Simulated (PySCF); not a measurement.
Si(Me)4 (C4H12Si), SMILES C[Si](C)(C)C.

Geometry optimised at PBE0-D3(BJ)/def2-SVP. The isomer is the one that the SMILES or the coordinates give; other isomers of the formula were not compared.

These are PBE0-D3(BJ)/def2-SVP (PySCF) values and carry that method's errors.

Frequencies are harmonic and unscaled.

Modes within 1.5 cm⁻¹ of each other (mostly degenerate sets) share a row, with their intensities summed.

| mode | ν (cm⁻¹) | IR (km/mol) | moving atoms (share of kinetic energy) |
|---|---|---|---|
| 1 | 147 | 0.0 | H 100 % |
| 2–4 | 170 | 0.0 | H 98 % |
| 5–6 | 184 | 0.0 | C 60 %, H 40 % |
| 7–9 | 229 | 7.4 | H 40 %, C 39 %, Si 21 % |
| 10 | 592 | 0.0 | C 77 %, H 23 % |
| 11–13 | 668 | 0.0 | H 85 %, C 15 % |
| 14–16 | 699 | 27.6 | C 46 %, H 33 %, Si 21 % |
| 17–18 | 818 | 0.0 | H 74 %, C 26 % |
| 19–21 | 876 | 420.6 | H 53 %, Si 25 %, C 22 % |
| 22–24 | 1258 | 126.1 | H 77 %, C 23 % |
| 25 | 1270 | 0.0 | H 80 %, C 20 % |
| 26–28 | 1423 | 0.0 | H 95 % |
| 29–30 | 1427 | 0.0 | H 96 % |
| 31–33 | 1443 | 24.4 | H 96 % |
| 34–37 | 3050 | 19.1 | H 97 % |
| 38–45 | 3154 | 53.7 | H 91 %, C 9 % |
